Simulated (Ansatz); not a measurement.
```csv
atom,x (Å),y (Å),z (Å)
B,0.0483,-0.0074,0.8701
B,-0.0363,-0.0218,-0.8543
H,1.0037,-0.0365,-0.0325
H,-0.9939,0.0237,-0.0440
H,-0.0340,1.0579,1.5028
H,-0.0394,-1.0271,1.4480
H,-0.0403,1.0804,-1.4601
H,-0.0103,-1.0986,-1.4802
```

Basis set: 6-31G (spherical functions). Correlated methods keep 2 orbitals frozen. Charge 0, multiplicity 1.

Computed with Ansatz (development build ahead of 0.2.0); each method stands on the lowest determinant of its kind that the runs found. Restricted open shells among the atoms or ions are ROHF, correlated in semicanonical orbitals with singles.

The atomization energy at this shape (free ground-state atoms in the same class of orbitals less the molecule, no zero-point energy) of singlet B₂H₆:

```csv
method,atomization energy
RHF,20.05 eV
```

Q: What does RHF-MP2 give?

A: 22.55 eV.

This basis has no polarisation functions and is too small for such energies, which can lie far from measured ones in either direction.
